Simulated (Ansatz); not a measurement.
Cost and result for the atomization energy of `BO[SiH](F)C=C` (12 atoms, 11 bonds).

```xyz
12

B    -1.8348    1.4823   -1.1432
O    -0.7107    1.3437   -0.4107
Si   -0.2319    0.2456    0.7167
F    -0.1917    1.0370    2.0978
C     1.4371   -0.3956    0.2951
C     1.6473   -1.7036    0.1682
H    -1.9056    2.4104   -1.8973
H    -2.7277    0.6836   -1.0308
H    -1.2192   -0.8508    0.8361
H     2.2684    0.2890    0.1399
H     0.8484   -2.4267    0.3124
H     2.6204   -2.1150   -0.0841
```

Charge 0, multiplicity 1. Geometry: relaxed with PBE0-D4/def2-TZVP. It is one conformer, not always the lowest. Program: Ansatz. All runs use 4 threads of an Arm Neoverse V1 on a shared host. Times are those of one run each, without the atoms' runs, and a repeat can differ threefold. Electronic energies, without spin–orbit coupling; frozen cores. CCSD(T)/CBS adds CCSD(T) − MP2 in def2-TZVPP to the MP2 limit, and its time is that of the two runs behind it. T1 = 0.013. B3LYP takes the VWN-RPA correlation (the form of Gaussian; ORCA's B3LYP/G).

CCSD(T)/CBS is a level of theory with its own doubt, some kJ/mol a heavy atom from the limit and from the frozen cores, so smaller differences don't rank the functionals.

| level | functions | wall time | atomization (kcal/mol) | difference from CCSD(T)/CBS | per bond |
| --- | --- | --- | --- | --- | --- |
| PBE-D4/def2-TZVPP (with forces) | 281 | 2.9 s | 1195.3 | 15.3 | 1.4 |
| PBE0-D4/def2-TZVPP | 281 | 3.3 s | 1176.3 | -3.7 | -0.3 |
| r2SCAN-D4/def2-TZVPP (with forces) | 281 | 5.5 s | 1183.0 | 3.0 | 0.3 |
| B3LYP-D4/def2-TZVPP (with forces) | 281 | 5.5 s | 1179.4 | -0.6 | -0.1 |
| B2PLYP/def2-TZVPP | 281 | 6.5 s | 1170.7 | -9.3 | -0.8 |
| ωB97X-V/def2-TZVPP | 281 | 9 s | 1180.6 | 0.6 | 0.1 |
| ωB97M-V/def2-TZVPP (with forces) | 281 | 13 s | 1183.3 | 3.3 | 0.3 |
| MP2/def2-QZVPP | 535 | 28 s | 1194.6 | 14.6 | 1.3 |
| CCSD(T)/def2-TZVPP | 281 | 4.6 min | 1150.8 | -29.2 | -2.7 |
| CCSD(T)/CBS(def2) | – | 5.1 min | 1180.0 | 0.0 | 0.0 |

The D4 term adds +9.2 kcal/mol with B3LYP and +4.9 kcal/mol with PBE0; it sums over pairs of atoms, weighted by their polarisabilities, and B3LYP, whose exchange is more repulsive, gets the larger term. From PBE to PBE0 (25 % exact exchange), in def2-TZVPP and without D4, the atomization energy moves by −18.1 kcal/mol: exact exchange takes away binding that semilocal exchange gives to molecules. In def2-TZVPP, CCSD(T) changes the Hartree–Fock value by +253.6 kcal/mol (the triples alone add +15.9 kcal/mol) and MP2 by +279.7 kcal/mol; breaking electron pairs costs correlation energy, which Hartree–Fock lacks.
